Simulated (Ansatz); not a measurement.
`[OH][GeH2][CH2]Cl` → `CCl` + `[OH][GeH]` at 298.15 K and 1 bar (germylene formation by 1,1-elimination).

Gas-phase electronic energies from Ansatz, PBE0-D4/def2-TZVP geometries. CBS: MP2 limit from def2 TZ/QZ plus the TZ coupled-cluster correction, frozen cores. This one scheme is used for every species. For Ge outer-core shells are correlated without core-valence functions, which leaves a few kJ/mol of doubt a bond. Scalar relativity is left out up to krypton. One conformer a species, not always the lowest.

```json
{"species": "`[OH][GeH2][CH2]Cl`", "CCSD(T)/CBS energy (Eh)": "-2652.14349", "H − E (kJ/mol)": "171.4", "S (J/(mol·K))": "340.3"}
{"species": "`CCl`", "CCSD(T)/CBS energy (Eh)": "-499.63220", "H − E (kJ/mol)": "109.7", "S (J/(mol·K))": "234.1"}
{"species": "`[OH][GeH]`", "CCSD(T)/CBS energy (Eh)": "-2152.47759", "H − E (kJ/mol)": "63.5", "S (J/(mol·K))": "255.1"}
```

H − E and S are ideal-gas, rigid-rotor, harmonic terms from PBE0-D4/def2-TZVP, for one conformer and one mirror image of each species. 1 Eh = 2625.50 kJ/mol, R = 8.31446 J/(mol·K).

Problem. By hand: ΔE, ΔH, ΔS and ΔG.

Solution. ΔE = (-499.63220) + (-2152.47759) − (-2652.14349) = 0.03370 Eh = 88.5 kJ/mol. Δ(H − E) = 109.7 + 63.5 − 171.4 = 1.8, so ΔH = 90.3 kJ/mol. ΔS = 234.1 + 255.1 − 340.3 = 148.9 J/(mol·K). ΔG = 90.3 − 298.15 × (148.9)/1000 = 45.9 kJ/mol.

Problem. By hand: the equilibrium constant, and the temperature at which ΔG would vanish if ΔH and ΔS stayed fixed.

Solution. log₁₀ K = −ΔG/(RT ln 10) = -8.0. ΔG = 0 at ΔH/ΔS = 606 K.

The number of gas molecules changes by +1, which sets the sign of ΔS. A doubt of 5 kJ/mol in ΔE shifts log₁₀ K by 0.9 here. Other conformers and mirror images would add mixing entropy, several J/(mol·K) or more a flexible species. These are equilibria of isolated gas molecules and say nothing of rates. Largest T1 diagnostic: 0.016 (customary marks: 0.02 for closed shells, 0.045 for open ones).
